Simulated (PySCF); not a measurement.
**`C[C@@H](O)[C@@H](F)Br`, C₃H₆BrFO**

Geometry:
```tsv
atom	x (Å)	y (Å)	z (Å)
C1	1.067	0.234	-0.816
C2	0.255	0.218	0.467
O3	-0.308	1.455	0.774
C4	-0.787	-0.892	0.491
F5	-1.349	-0.987	1.708
Br6	-2.205	-0.529	-0.822
H7	0.426	0.452	-1.684
H8	1.832	1.020	-0.745
H9	1.572	-0.728	-0.994
H10	0.922	-0.031	1.313
H11	-1.000	1.627	0.121
H12	-0.372	-1.869	0.198
```

Method: GIAO CAM-B3LYP/pcSseg-1 magnetisability, rotational g tensor and spin-rotation constants, non-relativistic, gas phase in PySCF. Geometry: PBE0-D3(BJ)/def2-SVP.

The calculation is non-relativistic, which matters for the atoms heavier than Zn.

Task: How diamagnetic is it, and how anisotropic?

Result: Isotropic -1279 × 10⁻³⁰ J/T², or -77.0 × 10⁻⁶ cm³/mol; principal values -1345, -1293, -1199 × 10⁻³⁰ J/T², anisotropy 128 × 10⁻³⁰ J/T² (root of half the summed squared differences of the principal values). The susceptibility is in cgs units.

Task: Split it along the inertial axes a, b, c into diamagnetic and paramagnetic parts about the centre of mass, with the quadrupole moment.

Result: 
| axis | χ (10⁻⁶ cm³/mol) | diamagnetic (10⁻⁶ cm³/mol) | paramagnetic (10⁻⁶ cm³/mol) | summed x² of all electrons (Å²) | quadrupole Θ (D Å) |
| --- | --- | --- | --- | --- | --- |
| a | -74.8 | -467.0 | 392.2 | 144.1 | -0.83 |
| b | -79.9 | -773.6 | 693.7 | 71.8 | -2.27 |
| c | -76.4 | -916.1 | 839.7 | 38.2 | +3.10 |

Anisotropies 2χaa − χbb − χcc = +6.7 and 2χbb − χaa − χcc = -8.7 × 10⁻⁶ cm³/mol. Θ is traceless in Buckingham's convention.

Task: And the rotational g tensor?

Result: 
```tsv
axis	rotational constant (GHz)	g	nuclear part	electronic part
a	3.0841	-0.0169	0.5513	-0.5682
b	1.6433	-0.0044	0.5311	-0.5355
c	1.3429	-0.0078	0.5219	-0.5298
```
Asymmetric top; isotopes 79Br, 12C, 19F, 1H, 16O; no vibrational averaging.
